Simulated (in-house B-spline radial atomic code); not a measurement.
Results of a calculation; reference values are marked as such.
## Ghost states of the separable form: Ga

Ga, [Ar] 3d10 4s2 4p1, non-relativistic LDA (VWN5), spherical and spin-unpolarised, from a B-spline radial code for spherical atoms (atomic units; all potentials screened as in the neutral atom).

Troullier-Martins channels: 4s (ε = -0.3280, r_c = 1.583 bohr), 4p (ε = -0.1016, r_c = 2.137 bohr), 3d (ε = -0.7362, r_c = 1.296 bohr). In the Kleinman-Bylander form one channel serves as the local potential, and each other channel l becomes |δV u><u δV|/<u|δV|u>, with δV = V_l − V_local and u the pseudo-orbital. Its strength is E_KB = <u|δV²|u>/<u|δV|u>. By the analysis of Gonze, Stumpf and Scheffler a spurious state lies below the reference level ε if E_KB > 0 and ε is above the second level of the local potential alone, or if E_KB < 0 and ε is above its first. The table's levels are those of angular momentum l in a sphere of 9 bohr, whose wall can lift a shallow ε a little above its free-atom value.

```
local  channel   <u δV u>  <u δV² u>        ε  first local level  second local level
    p        s  0.0037992   0.074522  -0.3280            -0.3540              0.0311
    p        d     -10.04     174.16  -0.7362             0.0901              0.3184
    s        p  0.0032058    0.02296  -0.0998            -0.1062              0.1277
    s        d    -11.164     205.75  -0.7362             0.0890              0.3141
    d        p    0.09959    0.53054  -0.0998            -8.6295             -0.1921
    d        s    0.34725     3.3931  -0.3280           -17.4408             -1.8803
```

Q: Apply the rule to each row.

A: Local p, channel s: E_KB = +19.6, so ε = -0.3280 is set against 0.0311: no ghost. Local p, channel d: E_KB = -17.3, so ε = -0.7362 is set against 0.0901: no ghost. Local s, channel p: E_KB = +7.16, so ε = -0.0998 is set against 0.1277: no ghost. Local s, channel d: E_KB = -18.4, so ε = -0.7362 is set against 0.0890: no ghost. Local d, channel p: E_KB = +5.33, so ε = -0.0998 is set against -0.1921: a ghost. Local d, channel s: E_KB = +9.77, so ε = -0.3280 is set against -1.8803: a ghost.

Diagonalising the separable Hamiltonian gives:

| local | channel | three lowest levels | all-electron, two lowest valence levels |
| --- | --- | --- | --- |
| p | s | -0.3280, 0.0437, 0.3605 | -0.3280, 0.0433 |
| p | d | -0.7362, 0.0976, 0.3462 | -0.7362, 0.0952 |
| s | p | -0.0998, 0.1306, 0.4723 | -0.0998, 0.1306 |
| s | d | -0.7362, 0.0969, 0.3433 | -0.7362, 0.0952 |
| d | p | -4.2450, -0.0998, 0.1305 | -0.0998, 0.1306 |
| d | s | -11.2270, -0.3280, 0.0430 | -0.3280, 0.0433 |

Q: Which choices of local channel are safe?

A: Free of ghosts: s, p. With d local the p channel has a ghost 4.15 hartree below ε, since the local potential binds more than one state below ε, and a repulsive term of rank one raises each level at most to the next, so it clears only one of them. With d local the s channel has a ghost 10.90 hartree below ε, since the local potential binds more than one state below ε, and a repulsive term of rank one raises each level at most to the next, so it clears only one of them. Among the safe choices the second level, which tests transfer, is off by at most 1.8 millihartree (s local), 2.4 millihartree (p local). A small <u δV u> makes E_KB large and sensitive.
